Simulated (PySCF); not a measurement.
# A survey of $^{29}$Si NMR shifts

Relativity neglected, one averaged value for each set of equivalent atoms, no solvent model, one computed conformer. Coordinates at the GFN2-xTB level; NMR shieldings at PBE0/pcSseg-1/GIAO; PySCF 2.14.

Shieldings were converted by a linear fit to measured shifts: $^{29}$Si: δ = 279.94 − 0.822σ (rms 8.9 ppm, 72 shifts, 25.8 ppm with the 6 outliers that the fit left out vs TMS, solution or neat liquid). Occasional misses reach two or three times the rms, and more in compound classes unlike the fitted ones.

(1) Give the $^{29}$Si shifts of `F[C@@H]1CC[C@@H](F)[SiH2]1`, `F[C@@H]1CC[C@@H](F)[SiH2]1`, `C[SiH2][C@@](C)([SiH3])OC(F)F`, `CCCN1CCC[SiH2]1`, `C[Si](C)(CC(F)F)O[SiH3]`, `OCC[C@H]([SiH3])[SiH2]C(F)F`.

(2) Order these by $^{29}$Si shift, lowest first.
A. C=CN([SiH3])[C@@H](C)CC
B. F[C@@H]1CC[C@H](F)[SiH2]1
C. C[C@@]1(C(F)F)C[SiH2]1
D. CC[Si](C#N)(CC)CCl

Answers

(1) 
```
                                                        compound                                        environment  δ (ppm)
                                      F[C@@H]1CC[C@@H](F)[SiH2]1   silicon bonded to 2 C, 2 H, in a 5-membered ring    -26.4
                                      F[C@@H]1CC[C@@H](F)[SiH2]1   silicon bonded to 2 C, 2 H, in a 5-membered ring    -26.4
[CH3:1][SiH2:2][C@@:3]([CH3:4])([SiH3:5])[O:6][CH:7]([F:8])[F:9]                    Si2: silicon bonded to 2 C, 2 H    -33.8
[CH3:1][SiH2:2][C@@:3]([CH3:4])([SiH3:5])[O:6][CH:7]([F:8])[F:9]                      Si5: silicon bonded to C, 3 H    -62.0
                                                 CCCN1CCC[SiH2]1  silicon bonded to C, N, 2 H, in a 5-membered ring    -25.7
  [CH3:1][Si:2]([CH3:3])([CH2:4][CH:5]([F:6])[F:7])[O:8][SiH3:9]                      Si2: silicon bonded to 3 C, O     -1.6
  [CH3:1][Si:2]([CH3:3])([CH2:4][CH:5]([F:6])[F:7])[O:8][SiH3:9]                      Si9: silicon bonded to O, 3 H    -41.8
 [OH:1][CH2:2][CH2:3][C@H:4]([SiH3:5])[SiH2:6][CH:7]([F:8])[F:9]                    Si6: silicon bonded to 2 C, 2 H    -54.5
 [OH:1][CH2:2][CH2:3][C@H:4]([SiH3:5])[SiH2:6][CH:7]([F:8])[F:9]                      Si5: silicon bonded to C, 3 H    -60.1
```

(2) C (-118.3 ppm, silicon bonded to 2 C, 2 H, in a 3-membered ring), A (-48.3 ppm, silicon bonded to N, 3 H), B (-35.0 ppm, silicon bonded to 2 C, 2 H, in a 5-membered ring), D (-21.0 ppm, silicon bonded to 4 C).
